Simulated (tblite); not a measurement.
Species: C₅H₃FO₂.
Bonds: O1–C2 (double), C2–C3, C3–C4 (double), C4–O5, O5–C6, C6–F7, C6–C8 (double), C2–C8. Hydrogens: H9 on C3; H10 on C4; H11 on C8.

Computed with GFN2-xTB (tblite), gas phase: Langevin dynamics at 200 K from the optimised GFN2-xTB geometry, time step 0.5 fs, friction 0.01 fs⁻¹, 2000 steps. The instantaneous temperature is 2·E(kin)/(3Nk) with all 3N coordinates.

| t (fs) | T (K) | E(pot) above start (eV) | O1=C2 (Å) | C2–C3 (Å) | C3–C4 (Å) | C4–O5 (Å) | O5–C6 (Å) | C3–H9 (Å) |
| --- | --- | --- | --- | --- | --- | --- | --- | --- |
| 0 | 176 | 0.000 | 1.213 | 1.469 | 1.337 | 1.350 | 1.333 | 1.077 |
| 25 | 91 | 0.149 | 1.215 | 1.482 | 1.342 | 1.346 | 1.324 | 1.072 |
| 50 | 158 | 0.160 | 1.223 | 1.486 | 1.340 | 1.356 | 1.318 | 1.086 |
| 75 | 164 | 0.114 | 1.194 | 1.471 | 1.342 | 1.329 | 1.338 | 1.068 |
| 100 | 166 | 0.101 | 1.198 | 1.488 | 1.338 | 1.352 | 1.347 | 1.065 |
| 125 | 99 | 0.213 | 1.235 | 1.488 | 1.338 | 1.376 | 1.342 | 1.122 |
| 150 | 190 | 0.197 | 1.224 | 1.451 | 1.326 | 1.340 | 1.342 | 1.044 |
| 175 | 189 | 0.115 | 1.190 | 1.488 | 1.328 | 1.344 | 1.347 | 1.079 |
| 200 | 131 | 0.237 | 1.228 | 1.483 | 1.337 | 1.359 | 1.327 | 1.134 |
| 225 | 170 | 0.214 | 1.217 | 1.472 | 1.343 | 1.354 | 1.325 | 1.021 |
| 250 | 250 | 0.171 | 1.194 | 1.495 | 1.357 | 1.335 | 1.332 | 1.091 |
| 275 | 156 | 0.196 | 1.220 | 1.476 | 1.358 | 1.357 | 1.361 | 1.108 |
| 300 | 239 | 0.155 | 1.221 | 1.459 | 1.328 | 1.342 | 1.342 | 1.052 |
| 325 | 172 | 0.320 | 1.196 | 1.480 | 1.306 | 1.353 | 1.309 | 1.073 |
| 350 | 254 | 0.238 | 1.230 | 1.482 | 1.338 | 1.387 | 1.380 | 1.100 |
| 375 | 280 | 0.215 | 1.213 | 1.457 | 1.362 | 1.370 | 1.356 | 1.090 |
| 400 | 211 | 0.189 | 1.196 | 1.471 | 1.354 | 1.335 | 1.323 | 1.078 |
| 425 | 213 | 0.168 | 1.211 | 1.516 | 1.329 | 1.362 | 1.336 | 1.075 |
| 450 | 168 | 0.248 | 1.227 | 1.480 | 1.312 | 1.369 | 1.371 | 1.103 |
| 475 | 172 | 0.181 | 1.223 | 1.475 | 1.356 | 1.351 | 1.337 | 1.058 |
| 500 | 213 | 0.251 | 1.196 | 1.497 | 1.359 | 1.373 | 1.337 | 1.077 |
| 525 | 273 | 0.162 | 1.200 | 1.473 | 1.333 | 1.363 | 1.334 | 1.103 |
| 550 | 205 | 0.242 | 1.235 | 1.442 | 1.321 | 1.340 | 1.334 | 1.060 |
| 575 | 176 | 0.345 | 1.209 | 1.449 | 1.312 | 1.354 | 1.303 | 1.119 |
| 600 | 208 | 0.237 | 1.192 | 1.482 | 1.350 | 1.369 | 1.331 | 1.067 |
| 625 | 247 | 0.216 | 1.232 | 1.428 | 1.372 | 1.358 | 1.336 | 1.081 |
| 650 | 161 | 0.192 | 1.221 | 1.431 | 1.368 | 1.349 | 1.332 | 1.082 |
| 675 | 182 | 0.182 | 1.210 | 1.460 | 1.337 | 1.382 | 1.338 | 1.075 |
| 700 | 134 | 0.181 | 1.216 | 1.436 | 1.318 | 1.388 | 1.327 | 1.114 |
| 725 | 104 | 0.180 | 1.196 | 1.492 | 1.333 | 1.371 | 1.306 | 1.068 |
| 750 | 202 | 0.160 | 1.206 | 1.466 | 1.353 | 1.385 | 1.352 | 1.063 |
| 775 | 216 | 0.169 | 1.226 | 1.436 | 1.344 | 1.363 | 1.365 | 1.089 |
| 800 | 165 | 0.322 | 1.203 | 1.462 | 1.331 | 1.340 | 1.314 | 1.075 |
| 825 | 298 | 0.213 | 1.206 | 1.501 | 1.328 | 1.377 | 1.339 | 1.080 |
| 850 | 311 | 0.292 | 1.229 | 1.464 | 1.331 | 1.388 | 1.375 | 1.076 |
| 875 | 304 | 0.274 | 1.212 | 1.454 | 1.338 | 1.341 | 1.325 | 1.092 |
| 900 | 194 | 0.266 | 1.188 | 1.509 | 1.354 | 1.339 | 1.294 | 1.074 |
| 925 | 165 | 0.307 | 1.240 | 1.468 | 1.353 | 1.348 | 1.322 | 1.120 |
| 950 | 240 | 0.154 | 1.238 | 1.474 | 1.345 | 1.359 | 1.347 | 1.065 |
| 975 | 162 | 0.283 | 1.188 | 1.477 | 1.304 | 1.344 | 1.322 | 1.061 |
| 1000 | 202 | 0.298 | 1.224 | 1.474 | 1.352 | 1.357 | 1.343 | 1.128 |

Task: From 500 fs on, how do temperature and potential energy compare with equipartition?

Result: The mean temperature of these 21 frames is 208 K against the target 200 K, and the mean potential energy 0.23 eV against 27 × kT/2 = 0.23 eV for 27 classical harmonic modes. For 11 atoms in a canonical ensemble the temperature itself scatters by T·√(2/(3N)) = 49 K; here its standard deviation is 54 K. The whole run lasts only 10 friction times of 100 fs, so these averages carry a wide statistical error.

Task: What are the kinetic and total energies of the listed frame with the highest potential energy?

Result: The one at 575 fs, 0.345 eV above the start. Its kinetic energy is 3NkT/2 = 0.251 eV at 176 K, so the sum is 0.60 eV; over the listed frames the sum runs from 0.25 to 0.73 eV, since the thermostat adds and removes energy.

Task: How much do the listed bonds fluctuate from 500 fs on?

Result: 
| bond | at the start (Å) | mean (Å) | standard deviation (Å) |
| --- | --- | --- | --- |
| O1=C2 | 1.213 | 1.213 | 0.016 |
| C2–C3 | 1.469 | 1.465 | 0.023 |
| C3–C4 | 1.337 | 1.340 | 0.017 |
| C4–O5 | 1.350 | 1.361 | 0.016 |
| O5–C6 | 1.333 | 1.332 | 0.019 |
| C3–H9 | 1.077 | 1.084 | 0.020 |

The motion is classical and holds no zero-point motion.

The cost below is that of the whole dynamics run. Hardware: one thread of an Intel Xeon Platinum 8259CL at 2.50 GHz, shared host with 96 logical CPUs at a one-minute load of 26. Cost: 14 s, 0.19 GiB resident at most.
